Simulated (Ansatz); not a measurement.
CH₃BrGaO, SMILES `C[O][Ga][Br]` radical at its PBE0-D4/def2-TZVP geometry, where that method's forces vanish. The species carries charge 0 and has multiplicity 2.

```xyz
7

C    -0.6352   -0.9091   -0.1320
O    -0.1540    0.3465    0.2776
Ga    1.4059    1.1078   -0.1732
Br    1.7419    3.2176    0.7244
H    -1.5261   -1.1354    0.4606
H    -0.9225   -0.9134   -1.1893
H     0.0901   -1.7140    0.0320
```

Question: What forces (eV/Å) does ωB97M-V/def2-TZVPP give on these atoms in Ansatz? (Best estimate.)

Answer: Ansatz gave: 
```
C1  -0.165 -0.331 -0.079
O2   0.135  0.262  0.061
Ga3 -0.012  0.028  0.021
Br4 -0.011 -0.043 -0.016
H5   0.081  0.006 -0.065
H6   0.031  0.003  0.095
H7  -0.059  0.075 -0.018
```
